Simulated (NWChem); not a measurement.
CH5AlO3; SMILES C[O][Al]([OH])[OH]

```xyz
10

Al     0.0543     0.4971     0.0000
O      1.2060     1.7416     0.0000
H      2.1513     1.5854     0.0000
O     -1.5988     0.8709     0.0000
H     -1.9398     1.7661     0.0000
O      0.5539    -1.1144     0.0000
C     -0.0240    -2.3766     0.0000
H      0.2927    -2.9518    -0.8889
H      0.2927    -2.9518     0.8889
H     -1.1293    -2.3469     0.0000
```
Atoms are numbered in this order, from 1.

Level: PBE0/def2-SVP (NWChem), optimised geometry, unscaled harmonic frequencies. 

| frequency (cm⁻¹) | IR intensity (km/mol) |
|---|---|
| 59 | 0.0 |
| 90 | 7.5 |
| 93 | 6.2 |
| 220 | 34.5 |
| 280 | 14.3 |
| 285 | 4.9 |
| 329 | 320.6 |
| 341 | 17.2 |
| 585 | 77.4 |
| 591 | 233.7 |
| 649 | 44.4 |
| 886 | 120.8 |
| 963 | 141.8 |
| 1189 | 21.7 |
| 1192 | 0.1 |
| 1278 | 350.0 |
| 1477 | 1.6 |
| 1480 | 2.4 |
| 1486 | 12.9 |
| 3006 | 94.0 |
| 3088 | 44.1 |
| 3090 | 44.7 |
| 3987 | 116.4 |
| 3991 | 85.9 |

```yaml
zero_point_energy: 43.8 kcal/mol
thermal correction to the enthalpy at 298.15 K (with zero-point energy): 49.4 kcal/mol
heat capacity Cv: 25.1 cal/(mol K)
entropy at 298.15 K and 1 atm (symmetry number 1): 87.1 cal/(mol K)
dipole_moment: 0.39 D
```

Rigid rotor and harmonic oscillator; modes under 100 cm⁻¹ make the entropy uncertain.
